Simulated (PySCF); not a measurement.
A structure optimised at PBE-D3(BJ)/def2-SVP, used in a PySCF frequency run:

```xyz
11

C     -0.5818     2.4402     0.0000
C      0.0261     1.0809     0.0000
C      1.3207     0.6471     0.0000
O      1.4545    -0.7185     0.0000
Ge    -0.4484    -0.8093     0.0000
H     -1.2219     2.6187    -0.8913
H     -1.2219     2.6187     0.8913
H      0.2072     3.2216     0.0000
H      2.2589     1.2366     0.0000
H     -0.9505    -1.5301    -1.2804
H     -0.9505    -1.5301     1.2804
```
Charge 0, spin multiplicity 1.

Task: Write its SMILES, formula and point group.

Result: C[C]1=C[O][GeH2]1, C₃H₆GeO, Cs

Task: What are its rotational constants (standard atomic weights)?

Result: 5.7252, 2.7989, 1.9511 GHz
